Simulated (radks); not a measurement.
Numerical settings for the krypton ion Kr2+, [Ar] 3d10 4s2 4p4. All-electron calculation, scalar-relativistic Kohn-Sham, BLYP, spin-polarised, spherical densities, finite nucleus; open shells are filled with parallel spins first; Fermi nuclear charge, rms radius 4.1884 fm. Program: a radial shooting solver on a logarithmic mesh with Libxc functionals. The defaults (mesh step 0.008 in ln r, mesh end at 40 bohr or more with all orbitals vanishing there, Anderson mixing 0.5 over 9 steps, residual threshold near 1e-9 with the energy settled to 1e-9 hartree or 1e-11 of itself, here a cap of 75 iterations) give E = -2789.2854 hartree and 4p at -29.770 eV in 18 iterations. Run on one thread of a shared host, so times are rough (Arm Neoverse V1): 0.19 s of CPU time, 0.19 s wall, 18 iterations on 2198 mesh points. Changes against that run (0 stands for a change within the tolerance of the run):

setting,iterations,converged,E (mhartree),e(4p) (meV),CPU (s)
mesh step in ln r 0.005,27,yes,0,0,0.39
mesh step in ln r 0.003,57,yes,0,0,1.1
mesh step in ln r 0.012,15,yes,0,0,0.12
mesh end (bohr) 8,18,yes,+0.00219,+0.153,0.19
mesh end (bohr) 2,18,level above zero,+6.12e+03,+4.71e+04,0.17
residual threshold 1e-05,12,yes,0,+0.00334,0.15
residual threshold 1e-16,75,no,0,0,0.44
mixing 0.2,20,yes,0,0,0.22
"linear mixing, mixing 0.5",75,no,0,0,0.5
"linear mixing, mixing 0.05",75,no,+0.627,-202,0.8
mixing history 2,33,yes,0,0,0.29
iteration cap 5,5,no,+1.94,+383,0.07

Settled on a wrong energy, with an occupied level pushed above zero by the early mesh end: mesh end (bohr) 2 (+6.12 hartree). Apart from these: no run marked as converged misses the energy by more than 1 mhartree. A mesh that ends early acts as a hard wall.
